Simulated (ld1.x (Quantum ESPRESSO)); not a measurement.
## C (Z = 6): variants of one PAW potential

Base potential:

| Property | Result |
| --- | --- |
| Element | carbon (C) |
| Generator | ld1.x (Quantum ESPRESSO) 7.5 |
| Type | PAW |
| Functional | PBE |
| Relativity | non-relativistic |
| Frozen core | [He] |
| Valence charge | 4 |
| Reference configuration | 2s2 2p2 |
| Partial waves | 2s (bound): rcut 1.10, rcutus 1.25 bohr; 2s channel at -0.35 Ry: rcut 1.10, rcutus 1.25 bohr; 2p (bound): rcut 1.60, rcutus 1.95 bohr; 2p channel at 0.2 Ry: rcut 1.60, rcutus 1.95 bohr |
| Local potential | all-electron potential smoothed inside 0.95 bohr (lloc = -1) |
| Core correction | Bessel-smoothed model core inside 0.80 bohr |
| Augmentation charge | PSQ, radius 1.00 bohr |

Cutoffs, loose and tight: the cutoffs (Ry, on a coarse ladder) from which the occupation-weighted sum of valence levels, in a spherical-Bessel basis at the reference potential, stays within 10 and 1 mRy of its value at 400 Ry. They do not see the model core or the augmentation charge, which bear on the density cutoff. Test errors are all-electron minus pseudo excitation energies from the reference, over the configurations 2s2 2p1; 2s2 2p0; 2s1 2p0; 2s2 2p2.3; 2s1 2p3; 2s1 2p2; 2s0 2p4. A dash means not determined; rows that change the core or the reference have their own tests.

Cutoffs are not given where the Bessel-basis levels miss the radial ones by over 6 mRy, ghosts where they miss by over 20 mRy; a channel whose overlap is not positive is not tested.

A file whose overlap is not positive is unfit for use, and its test errors describe a broken file.

```csv
change,outcome,"cutoff, loose","cutoff, tight",bound ghosts,largest test error (meV)
base,generated,18 Ry,21 Ry,none,-7.4
"waves 2p (bound): rcut 1.16, rcutus 1.24 bohr; 2p channel at 0.2 Ry: rcut 1.16, rcutus 1.24 bohr",generated,35 Ry,50 Ry,none,-8.0
"waves 2p (bound): rcut 1.40, rcutus 1.48 bohr; 2p channel at 0.2 Ry: rcut 1.40, rcutus 1.48 bohr",generated,30 Ry,35 Ry,none,-7.0
"waves 2p (bound): rcut 1.60, rcutus 1.70 bohr; 2p channel at 0.2 Ry: rcut 1.60, rcutus 1.70 bohr",generated,21 Ry,30 Ry,none,-7.3
"waves 2p (bound): rcut 1.60, rcutus 1.92 bohr; 2p channel at 0.2 Ry: rcut 1.60, rcutus 1.92 bohr",generated,18 Ry,21 Ry,none,-7.4
"waves 2p (bound): rcut 1.60, rcutus 2.18 bohr; 2p channel at 0.2 Ry: rcut 1.60, rcutus 2.18 bohr",generated,12 Ry,18 Ry,none,-7.5
"waves 2p (bound): rcut 1.60, rcutus 2.46 bohr; 2p channel at 0.2 Ry: rcut 1.60, rcutus 2.46 bohr",generated,10 Ry,18 Ry,none,-8.3
"waves 2p (bound): rcut 1.60, rcutus 2.84 bohr; 2p channel at 0.2 Ry: rcut 1.60, rcutus 2.84 bohr","generated, overlap not positive",–,–,not determined (overlap not positive),+49
```

**Question.** What comes out with this change to the base: waves 2p (bound): rcut 1.60, rcutus 2.72 bohr; 2p channel at 0.2 Ry: rcut 1.60, rcutus 2.72 bohr?

**Answer.** outcome: generated, overlap not positive; bound ghosts: not determined (overlap not positive); largest test error (meV): +17. A file whose overlap is not positive is unfit for use, and its test errors describe a broken file.

Reading the sweep of the p radius (base included, trends over the rows without a ghost): The loose cutoff falls from 35 Ry at 1.24 to 10 Ry at 2.46 bohr. A larger radius leaves more room for a smooth pseudo-wave, so fewer plane waves are needed; a smaller one forces it to follow the all-electron wave where it bends sharply. The median size of the test errors (rows with all tests solved) is not monotonic: lowest 0.5 meV at 1.24 bohr, highest 2.9 meV at 2.46 bohr.
